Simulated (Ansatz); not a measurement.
Ag₂Cl₂⁺. The state is a doublet with charge 1. Geometry r2SCAN-D4/def2-SVP, basis def2-TZVP, Ansatz.

```tsv
atom	x (Å)	y (Å)	z (Å)
Ag1	0.389	2.269	2.102
Ag2	-0.144	-0.752	-0.716
Cl3	0.854	0.046	1.270
Cl4	-1.099	-1.562	-2.655
```

| run | HOMO (eV) | LUMO (eV) |
| --- | --- | --- |
| A | -11.72 | -11.58 |
| B | -15.07 | -8.94 |
| C | -11.60 | -11.47 |
| D | -13.06 | -10.91 |
| E | -12.01 | -11.54 |

In the def2 sets Ag takes a core potential; there is no spin–orbit coupling. HOMO above LUMO, or a gap near zero within one spin, warns that the state may not be the lowest or that an electron is smeared out. No other spin state of charge 1 was run. Another isomer (doublet) lies 0.32 eV lower at PBE0-D4/def2-TZVP; other spin states weren't run for this one.

HOMO and LUMO are taken over both spins.

Q: The runs used BLYP, PBE, PBE0, r2SCAN, ωB97M-V. Estimate which is which.

A: A PBE (0 % exact exchange); B ωB97M-V (range-separated); C BLYP (0 % exact exchange); D PBE0 (25 % exact exchange); E r2SCAN (0 % exact exchange). Exact exchange lowers occupied and raises empty levels; among semilocal functionals meta-GGAs tend to open the gap a little, and such runs are hard to tell apart. The gap grows from 0.13 eV (BLYP) to 6.13 eV (ωB97M-V). At PBE-D4/def2-TZVP, BLYP-D4/def2-TZVP the gap within one spin of the charge 1 doublet nearly closes, so an electron or hole may be smeared out by delocalisation error.
